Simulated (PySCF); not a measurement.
A calculated (PBE0, PySCF 2.14, aug-cc-pCVQZ-DK, scalar relativity by spin-free X2C-1e) atom or ion has these occupied shells.

| shell | electrons | orbital energy (eV) | rms radius, mean of both spins (bohr) |
| --- | --- | --- | --- |
| 1s | 2 | -137.95 | 0.485 |

**Question.** Name the element and its charge.

**Answer.** Be²⁺ (beryllium, charge +2), in 1s2, closed-shell 1S.
